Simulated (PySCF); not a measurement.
Spin states of SnH

Unrestricted PBE0; Sn x2c-TZVPPall, H x2c-TZVPPall; spin-free X2C with a Gaussian nucleus (PySCF 2.14). Outer shells of the fragments: Sn 4d10 5s2 5p2; H 1s1.

Followed along the bond (rough minima from three points):

| 2Ms+1 | unpaired | ⟨S²⟩ at the start | R at minimum (Å) | Te (eV) |
| --- | --- | --- | --- | --- |
| 2 | π ↑ | 0.75 | 1.78 | 0.00 |
| 4 | σ ↑, π ↑↑ | 3.75 | 1.76 | 1.90 |

Solutions found at the starting distance of 1.670 Å, counted from the lowest of them; the search is not exhaustive and high or unbound solutions are not listed, so other states can lie among these:

```json
{"2Ms+1": "2", "unpaired": "π ↑", "term": "²Π", "E (eV)": "0.00", "⟨S²⟩": "0.75", "⟨Lz²⟩": "1.01", "μ (D)": "-0.18"}
{"2Ms+1": "4", "unpaired": "σ ↑, π ↑↑", "term": "⁴Σ⁻", "E (eV)": "1.86", "⟨S²⟩": "3.75", "⟨Lz²⟩": "0.00", "μ (D)": "0.02"}
{"2Ms+1": "2", "unpaired": "σ ↑, π ↑↓", "term": "mixed", "E (eV)": "2.48", "⟨S²⟩": "1.77", "⟨Lz²⟩": "2.02", "μ (D)": "0.14"}
{"2Ms+1": "2", "unpaired": "σ ↓, π ↑↑", "term": "mixed", "E (eV)": "2.49", "⟨S²⟩": "1.77", "⟨Lz²⟩": "0.00", "μ (D)": "0.21"}
{"2Ms+1": "2", "unpaired": "σ ↑", "term": "mixed", "E (eV)": "3.29", "⟨S²⟩": "0.76", "⟨Lz²⟩": "2.01", "μ (D)": "0.14"}
{"2Ms+1": "4", "unpaired": "σ ↑↑, π ↑", "term": "⁴Π", "E (eV)": "5.72", "⟨S²⟩": "3.75", "⟨Lz²⟩": "1.00", "μ (D)": "0.81"}
```

A term symbol is given only where ⟨S²⟩ and ⟨Lz²⟩ are close to those of a pure state; real π, δ and φ orbitals otherwise mix terms. A positive dipole means Sn(−)H(+).

Spin–orbit coupling is left out. Counting both spins, an empty level lies below a filled one in some of these solutions, because spin and occupation are held.
